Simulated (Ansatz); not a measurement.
Consider the formal exchange of groups at the In–C bond: `C=[C](C)[InH2]` + `NC(O)CO` → `N[CH](O)[InH2]` + `C=C(C)CO`.

Program: Ansatz. Geometries: PBE0-D4/def2-TZVP. ΔE: electronic, gas phase. CBS: MP2 limit from def2 TZ/QZ plus the TZ coupled-cluster correction, frozen cores. Functionals use def2-TZVPP. B3LYP here is the variant with VWN-RPA as its local correlation; programs differ in this. def2 core potentials past Kr. For In outer-core shells are correlated without core-valence functions, which leaves a few kJ/mol of doubt a bond. One conformer a species, not always the lowest.

`C=[C](C)[InH2]`:

Cartesian coordinates in Å:
```
C -0.762 1.254 -0.464
C -0.151 0.120 -0.119
C -0.523 -1.187 -0.748
In 1.385 0.259 1.376
H -0.509 2.214 -0.022
H -1.553 1.271 -1.216
H 0.335 -1.647 -1.249
H -1.324 -1.069 -1.486
H -0.858 -1.909 0.003
H 1.709 1.832 2.014
H 2.250 -1.138 1.909
```

`NC(O)CO`:

Z-matrix (Å, degrees):
```
C
O 1 1.416
C 1 1.518 2 110.0
N 1 1.440 2 114.4 3 -124.3
H 1 1.094 2 105.6 3 117.2
H 2 0.964 1 106.7 3 45.0
O 3 1.419 1 110.8 2 -63.0
H 3 1.092 1 109.0 2 54.0
H 3 1.094 1 110.0 2 173.3
H 4 1.012 1 109.8 2 -59.5
H 4 1.014 1 109.6 2 57.2
H 7 0.960 3 108.4 1 -88.3
```

`N[CH](O)[InH2]`:

```xyz
10

N     0.858    0.076   -1.146
C     0.070   -0.505   -0.104
O    -1.294   -0.786   -0.438
In   -0.078    0.882    1.577
H     0.443    0.925   -1.509
H     1.031   -0.556   -1.922
H     0.568   -1.429    0.208
H    -1.325   -1.514   -1.069
H    -0.464    2.526    1.196
H     0.190    0.381    3.207
```

`C=C(C)CO`:

```xyz
13

C    -0.370   -1.586   -0.094
C    -0.230   -0.269    0.029
C    -1.122    0.717   -0.652
C     0.871    0.307    0.872
O     1.756    1.122    0.125
H     0.298   -2.272    0.417
H    -1.159   -2.022   -0.697
H    -1.672    1.309    0.087
H    -1.843    0.225   -1.306
H    -0.534    1.425   -1.242
H     1.409   -0.499    1.385
H     0.450    0.966    1.638
H     2.144    0.574   -0.563
```

```csv
level,ΔE (kJ/mol)
B3LYP-D4,22.2
HF/CBS(def2),34.8
```

Q: What does CCSD(T)/CBS give? (Best estimate.)

A: Ansatz gave: +30.7 kJ/mol. The listed levels differ from it by -8.5, 4.1 kJ/mol.

Largest T1 diagnostic among the species: 0.013.

From PBE to PBE0 (25 % exact exchange), in def2-TZVPP and without D4, ΔE moves by +6.0 kJ/mol.

CCSD(T)/CBS has its own doubt, a few kJ/mol and more with outer-core shells, so smaller differences from it don't rank the levels.
